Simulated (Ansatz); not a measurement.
The cluster H₂W₂⁺. The state is a doublet with charge 1. Geometry PBE-D4/def2-TZVP.

```
atom   x (Å)   y (Å)   z (Å)
  W1  -0.977  -0.065  -0.437
  W2   0.975   0.067   0.435
  H3   1.607  -0.870  -0.831
  H4  -1.605   0.868   0.833
```

In the def2 sets W takes a core potential; there is no spin–orbit coupling. At PBE-D4/def2-SVP, PBE-D4/def2-TZVP, r2SCAN-D4/def2-TZVP, r2SCANh-D4/def2-TZVP the charge 1 doublet is spin-contaminated (final ⟨S²⟩ up to 1.49, 0.75 for a pure state). The structure comes from a short search, and lower isomers may exist.

Estimate the α-spin orbital energies around the gap (eV) in Ansatz with PBE-D4/def2-SVP, PBE-D4/def2-TZVP, BLYP-D4/def2-TZVP, r2SCAN-D4/def2-TZVP, r2SCANh-D4/def2-TZVP.


```json
{"orbital": "HOMO−9", "PBE-D4/def2-SVP": "-47.08", "PBE-D4/def2-TZVP": "-47.05", "BLYP-D4/def2-TZVP": "-47.05", "r2SCAN-D4/def2-TZVP": "-48.30", "r2SCANh-D4/def2-TZVP": "-49.22"}
{"orbital": "HOMO−8", "PBE-D4/def2-SVP": "-46.99", "PBE-D4/def2-TZVP": "-46.95", "BLYP-D4/def2-TZVP": "-46.99", "r2SCAN-D4/def2-TZVP": "-48.01", "r2SCANh-D4/def2-TZVP": "-48.88"}
{"orbital": "HOMO−7", "PBE-D4/def2-SVP": "-45.38", "PBE-D4/def2-TZVP": "-45.37", "BLYP-D4/def2-TZVP": "-45.39", "r2SCAN-D4/def2-TZVP": "-46.57", "r2SCANh-D4/def2-TZVP": "-47.46"}
{"orbital": "HOMO−6", "PBE-D4/def2-SVP": "-14.25", "PBE-D4/def2-TZVP": "-14.20", "BLYP-D4/def2-TZVP": "-14.07", "r2SCAN-D4/def2-TZVP": "-14.44", "r2SCANh-D4/def2-TZVP": "-14.89"}
{"orbital": "HOMO−5", "PBE-D4/def2-SVP": "-13.15", "PBE-D4/def2-TZVP": "-13.14", "BLYP-D4/def2-TZVP": "-13.02", "r2SCAN-D4/def2-TZVP": "-13.33", "r2SCANh-D4/def2-TZVP": "-13.74"}
{"orbital": "HOMO−4", "PBE-D4/def2-SVP": "-12.09", "PBE-D4/def2-TZVP": "-12.03", "BLYP-D4/def2-TZVP": "-11.84", "r2SCAN-D4/def2-TZVP": "-12.19", "r2SCANh-D4/def2-TZVP": "-12.57"}
{"orbital": "HOMO−3", "PBE-D4/def2-SVP": "-12.05", "PBE-D4/def2-TZVP": "-11.99", "BLYP-D4/def2-TZVP": "-11.80", "r2SCAN-D4/def2-TZVP": "-12.10", "r2SCANh-D4/def2-TZVP": "-12.47"}
{"orbital": "HOMO−2", "PBE-D4/def2-SVP": "-11.96", "PBE-D4/def2-TZVP": "-11.93", "BLYP-D4/def2-TZVP": "-11.76", "r2SCAN-D4/def2-TZVP": "-12.05", "r2SCANh-D4/def2-TZVP": "-12.42"}
{"orbital": "HOMO−1", "PBE-D4/def2-SVP": "-10.91", "PBE-D4/def2-TZVP": "-10.85", "BLYP-D4/def2-TZVP": "-10.68", "r2SCAN-D4/def2-TZVP": "-11.16", "r2SCANh-D4/def2-TZVP": "-11.50"}
{"orbital": "HOMO", "PBE-D4/def2-SVP": "-10.84", "PBE-D4/def2-TZVP": "-10.78", "BLYP-D4/def2-TZVP": "-10.60", "r2SCAN-D4/def2-TZVP": "-10.88", "r2SCANh-D4/def2-TZVP": "-11.24"}
{"orbital": "LUMO", "PBE-D4/def2-SVP": "-9.30", "PBE-D4/def2-TZVP": "-9.25", "BLYP-D4/def2-TZVP": "-9.11", "r2SCAN-D4/def2-TZVP": "-9.06", "r2SCANh-D4/def2-TZVP": "-8.63"}
{"orbital": "LUMO+1", "PBE-D4/def2-SVP": "-8.92", "PBE-D4/def2-TZVP": "-8.86", "BLYP-D4/def2-TZVP": "-8.88", "r2SCAN-D4/def2-TZVP": "-8.25", "r2SCANh-D4/def2-TZVP": "-7.87"}
{"orbital": "LUMO+2", "PBE-D4/def2-SVP": "-7.85", "PBE-D4/def2-TZVP": "-7.93", "BLYP-D4/def2-TZVP": "-7.86", "r2SCAN-D4/def2-TZVP": "-7.65", "r2SCANh-D4/def2-TZVP": "-7.31"}
{"orbital": "LUMO+3", "PBE-D4/def2-SVP": "-7.63", "PBE-D4/def2-TZVP": "-7.81", "BLYP-D4/def2-TZVP": "-7.79", "r2SCAN-D4/def2-TZVP": "-7.44", "r2SCANh-D4/def2-TZVP": "-7.12"}
{"orbital": "LUMO+4", "PBE-D4/def2-SVP": "-7.36", "PBE-D4/def2-TZVP": "-7.42", "BLYP-D4/def2-TZVP": "-7.35", "r2SCAN-D4/def2-TZVP": "-7.16", "r2SCANh-D4/def2-TZVP": "-6.82"}
{"orbital": "LUMO+5", "PBE-D4/def2-SVP": "-6.55", "PBE-D4/def2-TZVP": "-6.67", "BLYP-D4/def2-TZVP": "-6.64", "r2SCAN-D4/def2-TZVP": "-6.39", "r2SCANh-D4/def2-TZVP": "-6.09"}
{"orbital": "β HOMO", "PBE-D4/def2-SVP": "-10.71", "PBE-D4/def2-TZVP": "-10.65", "BLYP-D4/def2-TZVP": "-10.50", "r2SCAN-D4/def2-TZVP": "-11.21", "r2SCANh-D4/def2-TZVP": "-11.69"}
{"orbital": "β LUMO", "PBE-D4/def2-SVP": "-10.00", "PBE-D4/def2-TZVP": "-9.95", "BLYP-D4/def2-TZVP": "-9.83", "r2SCAN-D4/def2-TZVP": "-9.69", "r2SCANh-D4/def2-TZVP": "-9.32"}
```
